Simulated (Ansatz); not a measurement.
Abridged output of a molecular run in Ansatz:

```
Functional definition: HF
1866 factors; integrals over basis functions are off by at most 1.5e-3 eV
mean field evaluation 1: about -12113.9533 eV, gradient 6.3e1 eV
mean field evaluation 2: about -12113.9658 eV, gradient 6.3e1 eV
mean field evaluation 4: about -12122.0103 eV, gradient 4.8e0 eV
mean field evaluation 8: about -12122.0748 eV, gradient 7.7e-2 eV
mean field evaluation 16: about -12122.0557 eV, gradient 1.3e0 eV
mean field -12122.07487016 eV, -445.4780348410 hartree, gradient 2.9e-6 eV, S^2 0.000000; 0 other end points of the search recorded, 0 dependent functions left out
7 core orbitals not correlated: weight in the atoms' cores, before any rotation towards them, 1.000 or more for the frozen orbitals, at most 0.000 for the correlated occupied ones
reference -12122.07487016 eV, -445.4780348410 hartree; 29, 29 occupied and 148, 148 virtual orbitals, 1866 factors
second order -38.25695369 eV of doubles, -0.00000000 eV of singles
cycle   1  -38.57399305 eV  change   -3.2e-1 eV  update   1.8e-1
cycle   2  -39.59230662 eV  change    -1.0e0 eV  update   6.4e-2
cycle   3  -39.94398674 eV  change   -3.5e-1 eV  update   3.4e-2
cycle   4  -39.94322738 eV  change    7.6e-4 eV  update   9.3e-3
cycle   5  -39.93188145 eV  change    1.1e-2 eV  update   3.6e-3
cycle   6  -39.93262690 eV  change   -7.5e-4 eV  update   1.2e-3
cycle   7  -39.93208362 eV  change    5.4e-4 eV  update   3.6e-4
cycle   8  -39.93188023 eV  change    2.0e-4 eV  update   1.3e-4
cycle   9  -39.93194156 eV  change   -6.1e-5 eV  update   4.5e-5
perturbative correction -1.18867482 eV, -0.0436829939 hartree
Total energy: -12163.19548655 eV, -446.9891896205 hartree
```

Its atoms:

Cartesian coordinates in Å:
```
C 0.0082 0.4505 -3.1679
O -0.3277 0.3186 -1.8297
Zr -0.4627 0.0707 0.0769
N -2.3518 0.6469 0.6310
O 0.8669 1.1747 0.9407
C 1.5834 2.1006 1.6798
O -0.2274 -1.7505 0.6622
C 0.1772 -3.0259 1.0235
H 0.2345 -0.5250 -3.6137
H 0.8866 1.0948 -3.2911
H -0.8213 0.8950 -3.7297
H -2.8712 0.2880 1.4198
H -2.9226 1.3330 0.1575
H 2.1948 2.7323 1.0243
H 0.9133 2.7534 2.2522
H 2.2545 1.5985 2.3868
H 0.4433 -3.6184 0.1404
H -0.6284 -3.5487 1.5516
H 1.0503 -2.9884 1.6856
```

Task: Which basis set was used?
A. def2-TZVPPD
B. def2-QZVPP
C. def2-SVP
D. cc-pV(Q+d)Z

Result: C. It gives 184 functions.

Task: Write the keys of the input that set method, charge and spin (a neutral closed shell needs none for the last two).

Result: 
```yaml
correlation: {method: ccsd_t}
```
